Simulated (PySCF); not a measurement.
This script is equivalent to a calculation on Se²⁺ (selenium, charge +2).

```python
from pyscf import gto, scf, dft, mp, cc
import basis_set_exchange as bse
txt = bse.get_basis("cc-pVTZ-PP", elements=["Se"], fmt="nwchem", header=False)
cut = txt.index("\nECP")
mol = gto.M(atom="Se 0 0 0", charge=2, spin=2, symmetry="D2h",
            basis=gto.basis.parse(txt[:cut]),
            ecp={"Se": gto.basis.parse_ecp(txt[cut:])})
mf = dft.UKS(mol, xc="LDA,VWN")
mf.irrep_nelec = {'Ag': (4, 4), 'B1g': (1, 1), 'B2g': (1, 1), 'B3g': (1, 1), 'B1u': (2, 1), 'B2u': (2, 1), 'B3u': (1, 1)}
mf.kernel()
```

What total energy does it give?

-371.427 hartree (calculated).

Which occupied shell lies highest, and where?

4p α, at -26.216 eV.

What is ⟨S²⟩, and what would a pure spin state give?

2.001, against 2.00.

Energies and moments cover only the electrons outside the core potential.
